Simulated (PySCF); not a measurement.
C2H6F2Si2, SMILES F/C=C(/[SiH3])[SiH2]F.

Coordinates come from a TPSSh-D3(BJ)/def2-SVP optimisation. The structure was generated by enumeration; whether it is a known compound was not checked. One conformer was computed; it need not be the lowest.

Two levels are set side by side: TDA-PBE/def2-SVPD (PySCF) and TDA-B3LYP/def2-SVPD (PySCF). Vertical, same geometry. The lowest singlet is HOMO−1→LUMO 90 % with PBE and HOMO−1→LUMO 97 % with the other functional; states are paired by order. Differences are taken from unrounded values.

```tsv
quantity	TDA-B3LYP	TDA-PBE	TDA-PBE minus TDA-B3LYP
lowest singlet excitation (eV)	6.41	6.01	-0.39
lowest triplet excitation (TDA) (eV)	4.08	4.08	0.00
first bright state (f over 0.05) (eV)	6.80	6.25	-0.55
its oscillator strength	0.26	0.12	-0.14
```

Functionals without exact exchange tend to place singlet excitations lower, as here. Differences between two approximate levels are no errors against the true value.

Rough cost on one machine, each run with all the roots and properties that it gave: TDA-B3LYP against TDA-PBE about 2 times.
